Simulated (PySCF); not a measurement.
**Removal energies of Se⁶⁺ from EOM-IP-GCCSD**

Reference: closed-shell Se⁶⁺, [Ar] 3d10; one electron is removed. Calculated with PySCF 2.14, two-component X2C-1e with screened spin-orbit coupling, x2c-TZVPPall-2c with one added diffuse shell each of s, p, d type (7s8p5d1f, 63 functions); frozen 1s2; all 98 virtual spinors kept. No Breit or QED terms. Binding energies in eV.

| level | Koopmans | second order | EOM-CCSD |
| --- | --- | --- | --- |
| 3s1/2 | 337.21 | 331.10 | 333.39 |
| 3p1/2 | 273.93 | 268.23 | 270.60 |
| 3d3/2 | 158.03 | 153.13 | 154.87 |
| 3d5/2 | 157.08 | 152.25 | 153.97 |

For comparison, the ionisation energy of Se⁶⁺ is 155.33 eV (measured; NIST Atomic Spectra Database, ionization energies).

Only part of the computed levels is shown.

Gaps of this size point to the basis (7s8p5d1f), which has few functions of high l to correlate and polarise the inner shells.

Where second order misses EOM-CCSD by more than 1 eV, it overshoots the relaxation and correlation of that hole or particle, which higher orders damp.
